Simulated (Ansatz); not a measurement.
Consider the atomization: `BN[SiH2]CO` → B• + C• + 8 H• + N• + O• + Si•.

Program: Ansatz. Geometries: PBE0-D4/def2-TZVP. ΔE: electronic, gas phase. CBS: MP2 limit from def2 TZ/QZ plus the TZ coupled-cluster correction, frozen cores. This one scheme is used for every species, atoms too. Functionals use def2-TZVPP. B3LYP here is the variant with VWN-RPA as its local correlation; programs differ in this. Open shells (•) are unrestricted, without spin–orbit coupling. Spin–orbit coupling would lower the free atoms: a little for B, C, O, Si. One conformer a species, not always the lowest.

| level | ΔE (eV) | difference from CCSD(T)/CBS |
| --- | --- | --- |
| PBE-D4 | 49.07 | 0.66 |
| r2SCAN-D4 | 48.44 | 0.03 |
| PBE0-D4 | 48.31 | -0.10 |
| B3LYP-D4 | 48.60 | 0.19 |
| ωB97X-V | 48.65 | 0.24 |
| ωB97M-V | 48.68 | 0.27 |
| B2PLYP | 48.00 | -0.41 |
| PBE | 48.82 | 0.41 |
| r2SCAN | 48.38 | -0.03 |
| PBE0 | 48.10 | -0.31 |
| B3LYP | 48.20 | -0.21 |
| HF/def2-TZVPP | 35.43 | -12.98 |
| MP2/def2-TZVPP | 47.68 | -0.73 |
| SCS-MP2/def2-TZVPP | 47.76 | -0.65 |
| CCSD/def2-TZVPP | 46.51 | -1.90 |
| CCSD(T)/def2-TZVPP | 47.12 | -1.29 |
| HF/def2-QZVPP | 35.51 | -12.90 |
| MP2/def2-QZVPP | 48.45 | 0.04 |
| SCS-MP2/def2-QZVPP | 48.63 | 0.22 |
| HF/CBS(def2) | 35.52 | -12.89 |
| MP2/CBS(def2) | 48.97 | 0.56 |
| CCSD/CBS(def2) | 47.79 | -0.62 |
| CCSD(T)/CBS | 48.41 | 0 |

Largest T1 diagnostic among the species: 0.014.

The D4 term adds +0.40 eV with B3LYP and +0.21 eV with PBE0; it sums over pairs of atoms, weighted by their polarisabilities, and B3LYP, whose exchange is more repulsive, gets the larger term. In def2-TZVPP, CCSD(T) changes the Hartree–Fock value by +11.70 eV (the triples alone add +0.62 eV) and MP2 by +12.25 eV; breaking electron pairs costs correlation energy, which Hartree–Fock lacks. From PBE to PBE0 (25 % exact exchange), in def2-TZVPP and without D4, ΔE moves by −0.72 eV: exact exchange takes away binding that semilocal exchange gives to molecules.

For atomizations the MP2-based limit and the directly extrapolated one differ by several kJ/mol either way, and by 10 to 25 for some Ge, Se and Sn compounds, so smaller differences from it don't rank the levels.
